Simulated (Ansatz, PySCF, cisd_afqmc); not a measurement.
Species: GaP, charge 0, triplet. GaP (SMILES [P]=[Ga], triplet).
B3LYP-D3(BJ)/def2-TZVP minimum from Ansatz (an electronic-structure program):
```xyz
2

Ga     0.0000     0.0000    -0.8088
P      0.0000     0.0000     1.6715
```
Charge 0, spin multiplicity 3.

Atomisation energy term by term, kcal/mol (programs: Ansatz, cisd_afqmc). Open shells are spin-unrestricted; no spin-orbit coupling. Correlated methods leave the cores frozen (noble-gas shells, and filled d and f shells in the p block). No relativity. AFQMC/CISD: phaseless, guided by CISD from CCSD amplitudes; bars are statistical, one sigma. Outlying blocks are dropped, and bars are widened where a walk drifts. Over all cases where full CI ran beside it in this data, AFQMC minus full CI had a median of +0.1 mEh and passed +0.4 mEh in a tenth of the cases. CBS(X,Y): correlation extrapolated as X^-3, Hartree-Fock from the larger set. A bracket is a step between two methods taken in the basis named. For partners of very few electrons the exact lower level stands in for a higher one.

```
term                                                          basis  kcal/mol
-----------------------  ------------------------------------------  --------
Hartree-Fock                                             def2-QZVPP     23.23
CCSD correlation                         CBS(def2-TZVPP,def2-QZVPP)     21.55
(T)                                      CBS(def2-TZVPP,def2-QZVPP)      2.32
CCSDT(Q) - CCSD(T)                                       def2-QZVPP      0.39
CCSDTQ - CCSDT(Q)                                          def2-SVP      0.00
minus zero-point energy  Hessian by PySCF at B3LYP-D3(BJ)/def2-TZVP     -0.40
sum: D0                                                                  47.1
```

The step beyond CCSD(T) by other levels: CCSDTQ in def2-SVP 0.51; AFQMC/CISD in def2-SVP 0.11 ± 0.16; CCSDT(Q) in def2-SVP 0.51; CCSDT(Q) in def2-TZVPP 0.38 kcal/mol.
